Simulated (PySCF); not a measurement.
# WF(OH) + HF → H₂WO + F₂

Level: PBE0 in the def2-TZVP basis family, computed in PySCF with density fitting; scalar-relativistic core potentials for atoms from Rb on, none lighter, no spin–orbit coupling; open shells unrestricted.

| species | state and structure | E (Eh) | ZPE (kJ/mol) | H(298 K) − H(0) (kJ/mol) | S° (J/(mol K)) |
| --- | --- | --- | --- | --- | --- |
| WF(OH) | triplet, C∞v, O–H 0.955 Å, W–F 1.836 Å, W–O 1.807 Å; F–W–O 180.0°, H–O–W 180.0° | -242.66185 | 39.9 | 14.5 | 296.7 |
| HF | singlet, C∞v, H–F 0.920 Å | -100.39188 | 24.9 | 8.7 | 173.6 |
| H₂WO | triplet, C2v, W–H 1.749 Å (×2), W–O 1.676 Å; H–W–H 127.0°, H–W–O 116.5° (×2) | -143.42256 | 38.9 | 11.8 | 274.7 |
| F₂ | singlet, D∞h, F–F 1.376 Å | -199.40856 | 6.6 | 8.7 | 201.9 |

(1) What is the electronic reaction energy?

(2) Add zero-point, thermal and entropy terms for 298.15 K and 1 bar.

Answers

(1) At PBE0/def2-TZVP, ΔE = 584.5 kJ/mol from the differences of the total energies times 2625.5, uphill. 

(2) ΔZPE = -19.3 and Δ[H(298) − H(0)] = -2.7 kJ/mol give ΔH° = 562.5 kJ/mol. ΔS° = 6.3 J/(mol K), so ΔG° = 562.5 − 298.15 × (0.0063) = 561 kJ/mol.

Spin–orbit coupling can matter for WF(OH), H₂WO and is left out. Open d or f shells are single determinants, so the state found may not be the ground state. Each species is the lowest minimum found with this bonding; other isomers or fragments can lie lower.
